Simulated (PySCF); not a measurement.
Start geometry of WO2F2, `[O]=[W](=[O])([F])[F]` from GFN2-xTB (Å):
```
atom  x, y, z in Å
W1     0.1447   -0.0771    0.0690
O2     0.0084   -0.0311    1.7338
O3     1.5850    0.0043   -0.6006
F4    -0.7807    1.4276   -0.6089
F5    -0.8826   -1.4342   -0.6554
```

What comes out of this run: PBE0-D3(BJ)/def2-SVP geometry optimisation, gas phase, def2 core potentials past Kr (PySCF 2.14.0)?

```
atom  x, y, z in Å
W1     0.0026   -0.0215   -0.0187
O2     0.0257   -0.0382    1.6732
O3     1.6231   -0.0490   -0.5029
F4    -0.7584    1.5731   -0.5915
F5    -0.8181   -1.5748   -0.6223
```

The energy falls by 88.3 kJ/mol over 7 energy and gradient evaluations, the largest force component goes from 0.2137 to 4.4e-04 Eh/bohr, and the atoms move by 0.136 Å rms after alignment. The bond that changes most is W1–O3 (ends: tungsten bonded to 2 F and 2 O; oxygen bonded to W), which lengthens by 0.101 Å. Bonds longer at the end by more than 0.005 Å: 3 of 4; shorter: 1. Among the angles that change most is F4–W1–F5, from 99.9° to 115.9°. Rotational constants go from 3668, 3571, 3286 to 3936, 3315, 3076 MHz. The orientation of the end geometry is arbitrary; only internal coordinates are fixed.

The run used 88 basis functions and 58 SCF cycles in all.

Whether it is a minimum is left open (no frequencies).
